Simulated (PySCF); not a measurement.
Curvature of the energy in the electron number along group 13, charge +2

Calculated with PySCF 2.14, in def2-TZVP, non-relativistic, def2-TZVP with the def2 core potential (28 electrons), ECP, def2-TZVP with the def2 core potential (60 electrons), ECP: one orbital is emptied in steps, and each cell gives the departure of E from the straight line at half an electron, in eV (from a cubic fit). The exact functional gives zero.

```json
{"species": "Al²⁺", "orbital": "3s alpha", "LDA": "-0.99", "PBE": "-1.07", "r2SCAN": "-0.82", "PBE0": "-0.78", "BHandHLYP": "-0.59", "LC-wPBE": "-0.11", "UHF": "0.00"}
{"species": "Ga²⁺", "orbital": "4s alpha", "LDA": "-1.18", "PBE": "-1.21", "r2SCAN": "-1.01", "PBE0": "-0.88", "BHandHLYP": "-0.63", "LC-wPBE": "-0.16", "UHF": "0.02"}
{"species": "In²⁺", "orbital": "5s alpha", "LDA": "-1.10", "PBE": "-1.11", "r2SCAN": "-0.97", "PBE0": "-0.81", "BHandHLYP": "-0.57", "LC-wPBE": "-0.12", "UHF": "0.03"}
{"species": "Tl²⁺", "orbital": "6s alpha", "LDA": "-1.15", "PBE": "-1.15", "r2SCAN": "-1.03", "PBE0": "-0.83", "BHandHLYP": "-0.56", "LC-wPBE": "-0.14", "UHF": "0.06"}
```

Task: How does the mean departure depend on the functional?

Result: LDA -1.11 eV; PBE -1.13 eV; r2SCAN -0.96 eV; PBE0 -0.83 eV; BHandHLYP -0.59 eV; LC-wPBE -0.13 eV; UHF 0.03 eV. Semilocal functionals are convex (delocalisation error), Hartree-Fock is concave or straight, and exact exchange removes curvature roughly in proportion to its share, so among the functionals the range-separated hybrids usually come closest to zero.

No spin-orbit coupling is included.
